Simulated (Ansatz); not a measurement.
Mulliken charges of `[CH3][AlH][TeH]` from ωB97M-V/def2-TZVPP in Ansatz (PBE0-D4/def2-TZVP geometry).

| atom | x (Å) | y (Å) | z (Å) | charge (e) |
| --- | --- | --- | --- | --- |
| C1 | -0.820 | 1.106 | -0.419 | -0.507 |
| Al2 | 0.540 | -0.259 | -0.143 | 0.429 |
| Te3 | 0.151 | -2.006 | 1.648 | -0.154 |
| H4 | -0.398 | 2.105 | -0.264 | 0.113 |
| H5 | -1.678 | 0.996 | 0.248 | 0.110 |
| H6 | -1.188 | 1.077 | -1.450 | 0.113 |
| H7 | 1.885 | -0.343 | -0.977 | -0.107 |
| H8 | 1.599 | -2.733 | 1.302 | 0.003 |

By hand: the dipole of these point charges (1 e Å = 4.8032 D).

Σ q r = (0.063, 0.135, -0.161) e Å, of length 0.219 e Å = 1.05 D.

How does the dipole of the full density compare? (An estimate is asked.)

Ansatz gave: (-0.059, 0.202, -0.137) e Å, 1.21 D; the point charges give 0.87 times that, at 34° from its direction.

Point charges leave out the atoms' own dipoles, such as those of lone pairs, and Mulliken's split depends on the basis, so the two needn't agree.
